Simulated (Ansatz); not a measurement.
Gas-phase electronic energies from Ansatz, PBE0-D4/def2-TZVP geometries. CCSD(T)/CBS adds triple-zeta CCSD(T) − MP2 to the extrapolated MP2 energy (def2 sets, frozen cores). This one scheme is used for every species. Functionals use def2-TZVPP. B3LYP here is the variant with VWN-RPA as its local correlation; programs differ in this. One conformer a species, not always the lowest.

Consider the formal hydrolysis of a C–C bond: `CBOCC` + H₂O → `CBOCO` + CH₄.

**Question.** Is it downhill or uphill in electronic energy at CCSD(T)/CBS, and by how much? (Best estimate.)

**Answer.** Computed: Uphill: ΔE = +5.1 kcal/mol.

**Question.** What do these levels give: revPBE-D4, BHLYP-D4, r2SCAN, PBE0, B3LYP, r2SCAN0, MP2/def2-SVP, CCSD(T)/def2-SVP, MP2/def2-TZVPP, SCS-MP2/def2-TZVPP, MP2/def2-QZVPP, CCSD/CBS(def2)? (Estimate.)

**Answer.** Ansatz gave: revPBE-D4 3.3, BHLYP-D4 2.7, r2SCAN 2.3, PBE0 3.0, B3LYP 1.9, r2SCAN0 2.8, MP2/def2-SVP 1.7, CCSD(T)/def2-SVP 1.0, MP2/def2-TZVPP 4.8, SCS-MP2/def2-TZVPP 3.9, MP2/def2-QZVPP 5.6, CCSD/CBS(def2) 5.1 kcal/mol.

Largest T1 diagnostic among the species: 0.012.

The D4 term adds +0.8 kcal/mol with B3LYP and +0.4 kcal/mol with PBE0; it sums over pairs of atoms, weighted by their polarisabilities, and B3LYP, whose exchange is more repulsive, gets the larger term. From BLYP to BHLYP (50 % exact exchange), in def2-TZVPP and without D4, ΔE moves by +0.8 kcal/mol. In def2-TZVPP, CCSD(T) changes the Hartree–Fock value by +2.6 kcal/mol (the triples alone add +0.0 kcal/mol) and MP2 by +3.6 kcal/mol.
